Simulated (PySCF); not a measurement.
# Pt⁷²⁺ (platinum, charge +72): Hartree-Fock from Schrödinger to Dirac-Coulomb-Breit

Occupied: 1s1/2, 2s1/2, 2p1/2. Hartree-Fock calculated with PySCF 2.14 in an uncontracted even-tempered set (16 s from 20 bohr⁻², ratio 2.7; 13 p from 23 bohr⁻², ratio 2.7), Gaussian nucleus throughout. NR is non-relativistic, sf-X2C the spin-free one-electron X2C Hamiltonian, X2C adds the bare one-electron spin-orbit term, X2C-SNSO screens it by Boettger's factors, DC is four-component Dirac-Coulomb, and the Gaunt and Breit terms are added at first order (total energies over the DC spinors, levels after relaxing the spinors in that mean field). QED terms are absent. Levels marked empty are virtual spinors of this ion.

```json
{"Hamiltonian": "X2C", "E (hartree)": "-9788.9526", "E − E(DC) (hartree)": "2.4216", "CPU seconds": "0.17"}
{"Hamiltonian": "X2C-SNSO", "E (hartree)": "-9785.8073", "E − E(DC) (hartree)": "5.5669", "CPU seconds": "0.17"}
{"Hamiltonian": "DC", "E (hartree)": "-9791.3742", "E − E(DC) (hartree)": "0.0000", "CPU seconds": "6.7"}
{"Hamiltonian": "DC+Gaunt", "E (hartree)": "-9778.9383", "E − E(DC) (hartree)": "12.4359", "CPU seconds": "13"}
{"Hamiltonian": "DC+Breit", "E (hartree)": "-9779.5676", "E − E(DC) (hartree)": "11.8066", "CPU seconds": "39"}
```

```csv
level (eV),X2C,X2C-SNSO,DC,DC+Gaunt,DC+Breit
1s1/2,-87066.1,-87069.1,-87149.2,-86900.6,-86908.7
2s1/2,-21170.3,-21171.2,-21182.9,-21156.3,-21158.8
2p1/2,-20914.7,-20872.5,-20885.6,-20831.1,-20837.0
2p3/2 (empty),-18636.6,-18650.0,-18652.4,-18627.4,-18633.2
3s1/2 (empty),-8841.3,-8841.4,-8844.5,-8836.9,-8838.0
```

Weight of the small component: 1s1/2 0.0878, 2s1/2 0.0213, 2p1/2 0.0212, 2p3/2 0.0190, 3s1/2 0.00886.

Koopmans' value for the highest occupied level at DC+Breit: 20837.0 eV, against an ionisation energy of 20840 ± 70 eV (theoretical estimate listed by NIST; NIST Atomic Spectra Database, ionization energies); the former lacks relaxation, correlation, QED and recoil.

The whole ladder took 61 s of wall time on 1 thread of Neoverse-V2 (shared host), launched as `OMP_NUM_THREADS=1 python relrun2.py TASK.json OUT` (a driver that calls PySCF for each Hamiltonian).
